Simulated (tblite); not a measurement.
Compound: C3H5B2F2O (doublet state).
SMILES with atom numbers: `[BH:1][O:2][B:3]([F:4])[C@@H:5]1[CH2:6][C@H:7]1[F:8]` (hydrogens: H9 on B1; H10 on C5; H11, H12 on C6; H13 on C7)

Computed with GFN2-xTB (tblite), gas phase: L-BFGS steps from a force-field or distance-geometry start until the largest atomic force falls under 0.01 eV/Å.

Step 41: E = -680.4156 eV
```
atom  x, y, z in Å  |  force x, y, z in eV/Å
B1      3.3578   -0.1859    0.0145   -0.061   0.002  -0.052
O2      2.1295   -0.4490   -0.1716    0.049   0.064   0.007
B3      0.8710   -0.7503   -0.4254    0.018   0.018  -0.023
F4      0.6245   -2.0421   -0.7620    0.006  -0.058   0.015
C5     -0.3409    0.2502   -0.3114   -0.033  -0.052  -0.057
C6     -1.3072    0.0908    0.8571    0.052   0.003   0.005
C7     -1.7279   -0.2890   -0.5158   -0.033   0.000   0.037
F8     -2.6519    0.5044   -1.1285    0.037   0.023  -0.060
H9      3.9504   -0.2287    1.0157    0.040   0.001   0.021
H10    -0.1923    1.2733   -0.6402    0.004  -0.033   0.070
H11    -1.1134   -0.6991    1.5653   -0.048   0.009   0.039
H12    -1.7283    0.9897    1.2798   -0.013  -0.018   0.000
H13    -1.8755   -1.3250   -0.7951   -0.019   0.040  -0.002
```

Step 42: E = -680.4172 eV
```
atom  x, y, z in Å  |  force x, y, z in eV/Å
B1      3.3590   -0.1780    0.0105    0.019   0.003  -0.010
O2      2.1321   -0.4434   -0.1741   -0.011   0.047   0.007
B3      0.8740   -0.7535   -0.4194   -0.004   0.050  -0.026
F4      0.6329   -2.0459   -0.7516    0.001  -0.108   0.002
C5     -0.3416    0.2428   -0.3086   -0.024  -0.026  -0.075
C6     -1.3105    0.0892    0.8577    0.061  -0.001   0.003
C7     -1.7317   -0.2872   -0.5154   -0.024  -0.008   0.015
F8     -2.6462    0.5165   -1.1296    0.031   0.026  -0.059
H9      3.9531   -0.2286    1.0126    0.024   0.013  -0.012
H10    -0.1900    1.2628   -0.6442    0.006   0.001   0.084
H11    -1.1161   -0.7035    1.5617   -0.065   0.004   0.062
H12    -1.7302    0.9879    1.2825   -0.003  -0.019   0.000
H13    -1.8892   -1.3197   -0.7998   -0.013   0.017   0.009
```

Step 43: E = -680.4183 eV
```
atom  x, y, z in Å  |  force x, y, z in eV/Å
B1      3.3607   -0.1701    0.0082    0.024  -0.020   0.030
O2      2.1344   -0.4392   -0.1780   -0.009   0.041   0.017
B3      0.8764   -0.7554   -0.4173   -0.025  -0.005  -0.037
F4      0.6371   -2.0515   -0.7443    0.024  -0.046   0.014
C5     -0.3427    0.2371   -0.3078   -0.002  -0.014  -0.058
C6     -1.3120    0.0885    0.8588    0.043  -0.011  -0.006
C7     -1.7352   -0.2862   -0.5144   -0.009  -0.001  -0.012
F8     -2.6411    0.5249   -1.1325    0.027   0.022  -0.041
H9      3.9568   -0.2295    1.0118   -0.011   0.026  -0.064
H10    -0.1890    1.2556   -0.6447    0.009   0.031   0.077
H11    -1.1186   -0.7059    1.5614   -0.074   0.004   0.063
H12    -1.7322    0.9867    1.2846    0.016  -0.021  -0.005
H13    -1.8989   -1.3158   -0.8034   -0.012  -0.006   0.020
```

**Question.** Estimate the geometry and energy of step 44. (The exact step hangs on the optimiser's Hessian estimate; all steps are aligned on step 43, rigid shifts and turns removed.)

**Answer.** E = -680.4193 eV, largest force 0.088 eV/Å
```
atom  x, y, z in Å  |  force x, y, z in eV/Å
B1      3.3624   -0.1672    0.0069    0.066  -0.015   0.047
O2      2.1354   -0.4314   -0.1767   -0.053   0.019   0.008
B3      0.8787   -0.7543   -0.4158   -0.030  -0.011  -0.036
F4      0.6476   -2.0505   -0.7487    0.024  -0.047   0.014
C5     -0.3449    0.2320   -0.3066    0.022   0.005  -0.026
C6     -1.3144    0.0897    0.8603    0.010  -0.020  -0.008
C7     -1.7382   -0.2872   -0.5124    0.006   0.004  -0.034
F8     -2.6369    0.5264   -1.1380    0.017   0.021  -0.023
H9      3.9629   -0.2384    1.0077   -0.016   0.033  -0.072
H10    -0.1899    1.2502   -0.6427    0.008   0.050   0.062
H11    -1.1260   -0.7030    1.5661   -0.070   0.001   0.053
H12    -1.7362    0.9887    1.2834    0.030  -0.015  -0.009
H13    -1.9049   -1.3158   -0.8011   -0.014  -0.026   0.024
```

The energy changes by -0.0010 eV. The first-order estimate −F·Δx gives -0.0014 eV and the mean of the old and new forces, exact on a quadratic surface, -0.0010 eV. The step makes an angle of 74° with the force vector and moves no atom by more than 0.012 Å.

What follows is the cost of the whole relaxation. On Arm Neoverse V2, one thread, shared host, this took 0.42 s.
